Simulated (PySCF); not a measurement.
Level of theory: geometry: PBE0-D3(BJ)/def2-SVP, shieldings: GIAO PBE0/pcSseg-1, in PySCF (single conformer, one averaged value for each set of equivalent atoms, no solvent, relativity neglected).

Scale: ¹H (σref 31.27) and ¹³C (σref 184.41) against TMS (reference shieldings calculated alike). Carbons bonded to boron are broad in practice. Shifts are as computed. Against solution values, carbons near 30 ppm lie about +2 ppm off and those near 130 ppm about +5 ppm; carbons on Cl a further +5 ppm. Of 1313 compounds with measured shifts, 239 miss one by over three times the rms of a fit or turn the order of signals round; such compounds aren't used in these exercises. Carbons bonded to Cl come out too deshielded.

**Question.** Order these molecules by the shift of their most shielded carbon, lowest δ first.
A. C[SiH2]/C=C/[SiH3]
B. ClB(Cl)[C@@H]1CCOBO1
C. Cc1cc(Cl)pc(C=O)c1

**Answer.** A (-10.3 ppm, methyl carbon bonded to Si), C (25.2 ppm, methyl carbon on an aromatic ring), B (30.6 ppm, sp3 CH2 in a ring).

**Question.** Order these molecules by the shift of their most deshielded carbon-bound hydrogen, lowest δ first.
A. [SiH3]O/C=C\CCl
B. Cc1cc(Cl)pc(C=O)c1
C. ClB(Cl)[C@@H]1CCOBO1
D. C[SiH2]/C=C/[SiH3]

**Answer.** C (4.02 ppm, hydrogen on an sp3 CH2 bonded to O), A (6.25 ppm, hydrogen on an alkene carbon bearing oxygen), D (7.26 ppm, hydrogen on an alkene CH), B (9.89 ppm, hydrogen on an aldehyde carbonyl carbon).

**Question.** How many ¹³C and ¹H signals does each give (equivalence by symmetry and fast rotation, but not about amide C–N or C=N bonds)? `C[SiH2]/C=C/[SiH3]`, `[SiH3]O/C=C\CCl`, `Cc1cc(Cl)pc(C=O)c1`, `ClB(Cl)[C@@H]1CCOBO1`

**Answer.** C[SiH2]/C=C/[SiH3]: 3 C, 5 H; [SiH3]O/C=C\CCl: 3 C, 4 H; Cc1cc(Cl)pc(C=O)c1: 7 C, 4 H; ClB(Cl)[C@@H]1CCOBO1: 3 C, 6 H.
